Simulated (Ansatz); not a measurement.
One change: `CC[Te]B(O)O` becomes `OB(O)[Te][SiH3]`.

Ansatz, PBE0-D4/def2-TZVP geometries, multiplicity 1. Each molecule was computed in one conformer, which needn't be the lowest.

Elements past krypton have def2 core potentials.  Spin–orbit coupling is left out; it splits and shifts lone-pair levels of the heavy atoms by tenths of an eV.

```csv
property,`CC[Te]B(O)O`
HOMO energy (PBE/def2-TZVPP) / eV,-5.07
LUMO energy (B3LYP/def2-TZVPP) / eV,-0.58
HOMO–LUMO gap (B3LYP/def2-TZVPP) / eV,5.30
HOMO–LUMO gap (PBE0/def2-TZVPP) / eV,5.76
LUMO energy (ωB97M-V/def2-TZVPP) / eV,1.38
HOMO energy (B3LYP/def2-TZVPP) / eV,-5.88
```

Problem. Give the same properties after the change, and the shifts. (Best estimate.)

Solution. The calculation gave: 
| property | `OB(O)[Te][SiH3]` | shift |
| --- | --- | --- |
| HOMO energy (PBE/def2-TZVPP) / eV | -5.53 | -0.46 |
| LUMO energy (B3LYP/def2-TZVPP) / eV | -0.75 | -0.17 |
| HOMO–LUMO gap (B3LYP/def2-TZVPP) / eV | 5.57 | 0.27 |
| HOMO–LUMO gap (PBE0/def2-TZVPP) / eV | 6.01 | 0.25 |
| LUMO energy (ωB97M-V/def2-TZVPP) / eV | 1.15 | -0.23 |
| HOMO energy (B3LYP/def2-TZVPP) / eV | -6.32 | -0.44 |

With PBE0 the HOMO falls by 0.45 eV and the LUMO falls by 0.20 eV, so the gap widens by about 0.25 eV. PBE moves the HOMO by -0.46 eV and ωB97M-V by -0.42 eV.

B3LYP here is the variant with VWN-RPA as its local correlation; programs differ in this.
